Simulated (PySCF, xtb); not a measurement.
H6S, SMILES [H][S@OH27]([H])([H])([H])([H])[H].

GFN2-xTB run with xtb 6.7.1 at its own geometry gives an orbital gap of 5.48 eV and a dipole moment of 0.00 D.

Geometry optimised at ωB97X-D3(BJ)/def2-TZVP.

### Question
What does ωB97X/def2-TZVPD (PySCF) give? (Estimate from the structure and the level; the computed values follow.)

### Answer
gap 9.90 eV (levels -9.08 and 0.82 eV), dipole 0.00 D.
